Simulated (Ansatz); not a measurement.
Relaxation of CH5BClN (9 atoms, charge 0, multiplicity 1), to a largest force component of 0.02 eV/Å in at most 40 steps.

Computed with RKS PBE0/def2-SVP in Ansatz 0.2.0.

```xyz
9
Properties=species:S:1:pos:R:3:forces:R:3
B 0.000 0.000 0.000 1.97 -0.01 -1.02
Cl 0.000 0.000 1.860 -0.03 -0.02 -1.58
N 1.342 0.000 -0.775 -1.17 -0.02 0.88
H 1.809 -0.918 -1.027 -0.63 1.97 0.46
H 1.794 0.918 -1.053 -0.63 -1.97 0.47
C -1.386 0.000 -0.800 0.74 0.11 0.41
H -1.946 -0.930 -0.571 -0.05 0.32 0.00
H -1.990 0.880 -0.495 -0.07 -0.35 -0.03
H -1.184 0.051 -1.890 -0.12 -0.04 0.41
```

**Question.** Where does it end, and by what steps?

**Answer.** The run converged. After 11 steps the energy has fallen by 1.621 eV; H4 moved furthest, 1.17 Å.

| step | energy less start (eV) | largest force component (eV/Å) | accepted |
| --- | --- | --- | --- |
| 0 | 0.0000 | 1.973 | yes |
| 1 | -0.4089 | 1.363 | yes |
| 2 | -0.5983 | 1.407 | yes |
| 3 | -0.7948 | 1.132 | yes |
| 4 | -0.9596 | 2.422 | yes |
| 5 | -1.1941 | 1.980 | yes |
| 6 | -1.3832 | 1.231 | yes |
| 7 | -1.5367 | 0.696 | yes |
| 8 | -1.6120 | 0.866 | yes |
| 9 | -1.6199 | 0.121 | yes |
| 10 | -1.6203 | 0.054 | yes |
| 11 | -1.6211 | 0.009 | yes |

```xyz
9
Properties=species:S:1:pos:R:3
B 0.037 -0.113 -0.078
Cl 0.046 -0.514 1.667
N 1.274 -0.002 -0.708
H 2.152 -0.138 -0.223
H 1.365 0.222 -1.690
C -1.337 0.097 -0.807
H -1.971 -0.797 -0.697
H -1.892 0.925 -0.335
H -1.234 0.320 -1.880
```

Whether the end is a true minimum wasn't checked by a vibrational analysis.

Run time: 15 s on 2 threads of Intel(R) Xeon(R) 6975P-C (Granite Rapids), on a shared host, peak memory 0.17 GiB.
